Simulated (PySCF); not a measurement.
Isomers of C9H6N (doublet state). Method: PBE0-D3(BJ)/def2-SVP geometry optimisation, gas phase (PySCF). One conformer each; no zero-point energy, no entropy. No frequencies were run at this level. Point groups hold within 0.08 Å. The open-shell SCF solutions weren't tested for stability.

Task: Order them by energy at this level, lowest first, and give relative energies in kcal/mol.
A. `[c]1ccc2ccncc2c1` [radical]
B. `[C]1=CC=CC2=CC=NC=C12` [radical]

Result: A (0.0), B (0.4).

Neighbours under 5.0 kcal/mol apart ([c]1ccc2ccncc2c1 and [c]1cccc2ccncc12) can change places with a better method, another conformer or zero-point energy. Both arise from one parent by loss of a hydrogen atom ([c]1ccc2ccncc2c1: H removed from aryl C; [c]1cccc2ccncc12: H removed from aryl C), so the differences are those of the electronic X–H dissociation energies at this level.

```
          SMILES      E (Eh)  E rel (kcal/mol)  dipole (D)  point group      A, B, C (MHz)   ⟨S²⟩
[c]1ccc2ccncc2c1  -400.50031               0.0        2.06           Cs  3232, 1283, 918.4  0.763
[c]1cccc2ccncc12  -400.49966               0.4        2.74           Cs  3381, 1234, 904.1  0.765
```

Task: As an exercise, what shares would exp(−E/RT) give at 500 K from these electronic energies alone (no entropy, no degeneracies)?

Result: RT = 0.994 kcal/mol: [c]1ccc2ccncc2c1 60.1 %, [c]1cccc2ccncc12 39.9 %.
